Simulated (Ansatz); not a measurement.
`C[Si](N)(Cl)Cl` + H₂ → `C[SiH](Cl)Cl` + NH₃ at 700 K and 1 bar (hydrogenolysis of the Si–N bond).

Isolated molecules relaxed with PBE0-D4/def2-TZVP in Ansatz; ΔE leaves out vibrations. CBS: MP2 limit from def2 TZ/QZ plus the TZ coupled-cluster correction, frozen cores. This one scheme is used for every species. One conformer a species, not always the lowest.

| species | CCSD(T)/CBS energy (Eh) | H − E (kJ/mol) | S (J/(mol·K)) |
| --- | --- | --- | --- |
| `C[Si](N)(Cl)Cl` | -1304.56570 | 257.3 | 484.7 |
| H₂ | -1.17544 | 46.8 | 155.3 |
| `C[SiH](Cl)Cl` | -1249.21450 | 192.8 | 424.0 |
| NH₃ | -56.50880 | 116.9 | 226.5 |

H − E and S are ideal-gas, rigid-rotor, harmonic terms from PBE0-D4/def2-TZVP, for one conformer and one mirror image of each species. The MP2-based limit puts H₂ 0.8 mEh under its directly extrapolated value; such offsets cancel only in part. 1 Eh = 2625.50 kJ/mol, R = 8.31446 J/(mol·K).

Task: By hand: ΔE, ΔH, ΔS and ΔG.

Result: ΔE = (-1249.21450) + (-56.50880) − (-1304.56570) − (-1.17544) = 0.01784 Eh = 46.8 kJ/mol. Δ(H − E) = 192.8 + 116.9 − 257.3 − 46.8 = 5.6, so ΔH = 52.4 kJ/mol. ΔS = 424.0 + 226.5 − 484.7 − 155.3 = 10.5 J/(mol·K). ΔG = 52.4 − 700 × (10.5)/1000 = 45.0 kJ/mol.

Task: By hand: the equilibrium constant, and the temperature at which ΔG would vanish if ΔH and ΔS stayed fixed.

Result: log₁₀ K = −ΔG/(RT ln 10) = -3.4. ΔG = 0 at ΔH/ΔS = 4990 K, far beyond where these terms or the molecules hold.

The number of gas molecules stays the same, so ΔS is small and ΔH decides. A doubt of 5 kJ/mol in ΔE shifts log₁₀ K by 0.4 here. Other conformers and mirror images would add mixing entropy, several J/(mol·K) or more a flexible species. These are equilibria of isolated gas molecules and say nothing of rates. Largest T1 diagnostic: 0.009 (customary marks: 0.02 for closed shells, 0.045 for open ones).
